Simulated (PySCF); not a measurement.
H4PSi, doublet, geometry from GFN2-xTB; M062X/STO-3G (PySCF).

Here is a job for PySCF.
```python
from pyscf import gto, scf, dft

mol = gto.Mole()
mol.atom = '''
    Si   -1.049115   -0.400520    0.018855
    P     1.013737    0.419565   -0.016778
    H    -1.748049    0.068514    1.219705
    H    -1.781345    0.046112   -1.170663
    H     1.525748   -0.405254    0.970068
    H     1.485195   -0.395553   -1.031410
'''
mol.basis = 'sto-3g'
mol.charge = 0
mol.spin = 1
mol.verbose = 4
mol.build()

mf = dft.UKS(mol)
mf.xc = 'm062x'
mf.kernel()
mf.analyze()
```

It wrote (shortened):

```
PySCF version 2.14.0

[INPUT] verbose = 4
[INPUT] num. atoms = 6
[INPUT] num. electrons = 33
[INPUT] charge = 0
[INPUT] spin (= nelec alpha-beta = 2S) = 1
[INPUT] symmetry False subgroup None
[INPUT] Mole.unit = angstrom
[INPUT] Symbol           X                Y                Z      unit          X                Y                Z       unit  Magmom
[...]
nuclear repulsion = 83.3082202382821
number of shells = 14
number of NR pGTOs = 66
number of NR cGTOs = 22
basis = sto-3g
ecp = {}

******** <class 'pyscf.dft.uks.UKS'> ********
method = UKS
initial guess = minao
damping factor = 0
level_shift factor = 0
DIIS = <class 'pyscf.scf.diis.CDIIS'>
diis_start_cycle = 1
diis_space = 8
diis_damp = 0
SCF conv_tol = 1e-09
SCF conv_tol_grad = None
SCF max_cycles = 50
direct_scf = True
direct_scf_tol = 1e-13
number electrons alpha = 17  beta = 16
XC library pyscf.dft.libxc version 7.1.2
    S. Lehtola, C. Steigemann, M. J. T. Oliveira, and M. A. L. Marques,  SoftwareX 7, 1–5 (2018)
XC functionals = m062x
    Y. Zhao and D. G. Truhlar,  Theor. Chem. Acc. 120, 215 (2008)
    Y. Zhao and D. G. Truhlar,  Theor. Chem. Acc. 120, 215 (2008)
radial grids:
    Treutler-Ahlrichs [JCP 102, 346 (1995); DOI:10.1063/1.469408] (M4) radial grids

becke partition: Becke, JCP 88, 2547 (1988); DOI:10.1063/1.454033
pruning grids: <function nwchem_prune>
grids dens level: 3
symmetrized grids: False
atomic radii adjust function: <function treutler_atomic_radii_adjust>
small_rho_cutoff = 0
Set gradient conv threshold to 3.16228e-05
tot grids = 77592
init E= -625.525346442284

cycle= 1 E= -625.960590161068  delta_E= -0.435  |g|= 0.0794  |ddm|= 1.95
cycle= 2 E= -625.967913449951  delta_E= -0.00732  |g|= 0.0359  |ddm|= 0.243
cycle= 3 E= -625.969395316631  delta_E= -0.00148  |g|= 0.0114  |ddm|= 0.0942
cycle= 4 E= -625.969664042888  delta_E= -0.000269  |g|= 0.00275  |ddm|= 0.0447
cycle= 5 E= -625.969693569804  delta_E= -2.95e-05  |g|= 0.000847  |ddm|= 0.0184
cycle= 6 E= -625.969696067552  delta_E= -2.5e-06  |g|= 0.000231  |ddm|= 0.00557
cycle= 7 E= -625.969696213618  delta_E= -1.46e-07  |g|= 5.74e-05  |ddm|= 0.0013
cycle= 8 E= -625.969696223089  delta_E= -9.47e-09  |g|= 1.51e-05  |ddm|= 0.000308
cycle= 9 E= -625.969696223742  delta_E= -6.54e-10  |g|= 3.5e-06  |ddm|= 7.92e-05
Extra cycle  E= -625.969696223769  delta_E= -2.69e-11  |g|= 1.66e-06  |ddm|= 1.15e-05
converged SCF energy = -625.969696223769  <S^2> = 0.75118348  2S+1 = 2.0011831
**** SCF Summaries ****
Total Energy =                        -625.969696223769347
Nuclear Repulsion Energy =              83.308220238282075
One-electron Energy =                -1036.573686327189080
Two-electron Energy =                  327.295769865137686
Two-electron Coulomb Energy =          373.152451305801833
DFT Exchange-Correlation Energy =      -45.856681440664119
**** MO energy ****
                             alpha | beta                alpha | beta
[...]
To work with the spin densities directly, `use mulliken_meta_spin()` only printing them here.

 ** Mulliken spin pop alpha/beta on meta-lowdin orthogonal AOs **
 ** Mulliken Spin Density (per AO)  **
spin_pop of  0 Si 1s        0.00000
spin_pop of  0 Si 2s        0.00001
spin_pop of  0 Si 3s        0.15924
spin_pop of  0 Si 2px       0.00000
spin_pop of  0 Si 2py       0.00036
spin_pop of  0 Si 2pz       0.00000
spin_pop of  0 Si 3px       0.01565
spin_pop of  0 Si 3py       0.70475
spin_pop of  0 Si 3pz       0.01745
spin_pop of  1 P 1s        0.00000
spin_pop of  1 P 2s        0.00008
spin_pop of  1 P 3s        0.00191
spin_pop of  1 P 2px       0.00003
spin_pop of  1 P 2py       0.00004
spin_pop of  1 P 2pz      -0.00000
spin_pop of  1 P 3px       0.03810
spin_pop of  1 P 3py       0.04363
spin_pop of  1 P 3pz       0.00104
spin_pop of  2 H 1s        0.00557
spin_pop of  3 H 1s        0.00533
spin_pop of  4 H 1s        0.00366
spin_pop of  5 H 1s        0.00315
 ** Mulliken Spin Density (per atom)  **
spin density of  0 Si =      0.89746
spin density of  1 P =      0.08482
spin density of  2 H =      0.00557
spin density of  3 H =      0.00533
spin density of  4 H =      0.00366
spin density of  5 H =      0.00315
 ** Mulliken pop alpha/beta on meta-lowdin orthogonal AOs **
 ** Mulliken pop       alpha | beta **
[...]
In total            17.00000 | 16.00000
 ** Mulliken atomic charges   ( Nelec_alpha | Nelec_beta ) **
charge of  0Si =      0.27277  (     7.31235      6.41489 )
charge of  1P =      0.16033  (     7.46225      7.37742 )
charge of  2H =     -0.12790  (     0.56674      0.56117 )
charge of  3H =     -0.12786  (     0.56660      0.56127 )
charge of  4H =     -0.08863  (     0.54615      0.54248 )
charge of  5H =     -0.08870  (     0.54593      0.54277 )
Dipole moment(X, Y, Z, Debye):  0.00572, -1.02918,  0.00129
```
